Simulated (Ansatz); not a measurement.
The inner images of a band of C2H5B2N (10 atoms, charge 0, multiplicity 1) are given out of order.

Method: RKS B3LYP-D4/6-31G* in Ansatz.

Image 0:

```xyz
10
Properties=species:S:1:pos:R:3
B 0.425 1.708 -0.144
C -0.115 0.320 0.288
N 0.127 -0.189 1.489
B 0.212 -1.395 0.679
C -0.687 -0.841 -0.518
H 0.014 2.695 0.381
H 1.261 1.773 -0.995
H 1.045 -2.246 0.744
H -1.761 -0.919 -0.344
H -0.438 -0.957 -1.577
```

Image 8:

```xyz
10
Properties=species:S:1:pos:R:3
B 0.421 1.708 -0.145
C -0.113 0.319 0.289
N 0.126 -0.190 1.491
B 0.213 -1.396 0.682
C -0.681 -0.841 -0.519
H 1.261 1.777 -0.992
H -0.004 2.695 0.371
H 1.045 -2.247 0.751
H -1.756 -0.919 -0.348
H -0.429 -0.957 -1.577
```

Task: Put them in order from the first end to the last, with their energies above the first end.
A.
```xyz
10
Properties=species:S:1:pos:R:3
B 0.242 1.769 -0.199
C -0.177 0.311 0.215
N -0.417 -0.096 1.454
B 0.061 -1.348 0.878
C -0.288 -0.961 -0.624
H 1.119 2.335 0.375
H -0.322 2.300 -1.108
H 0.830 -2.106 1.387
H -1.333 -1.135 -0.891
H 0.368 -1.121 -1.483
```
B.
```xyz
10
Properties=species:S:1:pos:R:3
B 0.279 1.776 -0.193
C -0.142 0.309 0.221
N -0.280 -0.106 1.476
B 0.091 -1.370 0.845
C -0.377 -0.949 -0.612
H 0.900 2.448 0.570
H -0.035 2.198 -1.263
H 0.888 -2.146 1.277
H -1.444 -1.090 -0.795
H 0.204 -1.122 -1.522
```
C.
```xyz
10
Properties=species:S:1:pos:R:3
B 0.355 1.747 -0.169
C -0.138 0.317 0.252
N -0.072 -0.139 1.498
B 0.153 -1.383 0.771
C -0.545 -0.900 -0.575
H 0.428 2.596 0.663
H 0.650 1.975 -1.302
H 0.993 -2.192 1.020
H -1.629 -1.015 -0.589
H -0.111 -1.058 -1.566
```
D.
```xyz
10
Properties=species:S:1:pos:R:3
B 0.163 1.742 -0.229
C -0.270 0.317 0.195
N -0.686 -0.089 1.384
B -0.007 -1.296 0.940
C -0.115 -0.970 -0.621
H 1.314 2.054 -0.203
H -0.655 2.508 -0.637
H 0.715 -1.999 1.578
H -1.077 -1.233 -1.064
H 0.701 -1.085 -1.340
```
E.
```xyz
10
Properties=species:S:1:pos:R:3
B 0.203 1.755 -0.212
C -0.222 0.317 0.215
N -0.556 -0.095 1.428
B 0.028 -1.324 0.911
C -0.199 -0.962 -0.625
H 1.264 2.197 0.103
H -0.532 2.398 -0.897
H 0.769 -2.062 1.484
H -1.209 -1.174 -0.982
H 0.538 -1.101 -1.422
```
F.
```xyz
10
Properties=species:S:1:pos:R:3
B 0.317 1.765 -0.183
C -0.139 0.311 0.236
N -0.174 -0.122 1.492
B 0.122 -1.378 0.810
C -0.464 -0.927 -0.596
H 0.668 2.525 0.664
H 0.301 2.091 -1.330
H 0.949 -2.166 1.151
H -1.543 -1.055 -0.694
H 0.046 -1.095 -1.548
```
G.
```xyz
10
Properties=species:S:1:pos:R:3
B 0.391 1.725 -0.153
C -0.139 0.322 0.269
N 0.024 -0.158 1.496
B 0.185 -1.384 0.726
C -0.621 -0.871 -0.550
H 0.208 2.655 0.568
H 0.981 1.856 -1.182
H 1.030 -2.211 0.882
H -1.703 -0.975 -0.474
H -0.273 -1.010 -1.578
```

Result: G (+0.038 eV), C (+0.127 eV), F (+0.213 eV), B (+0.246 eV), A (+0.205 eV), E (+0.112 eV), D (+0.028 eV).

The run took 6.5 min on 1 thread of AMD EPYC (Zen 3) (shared host), peak memory 0.18 GiB.
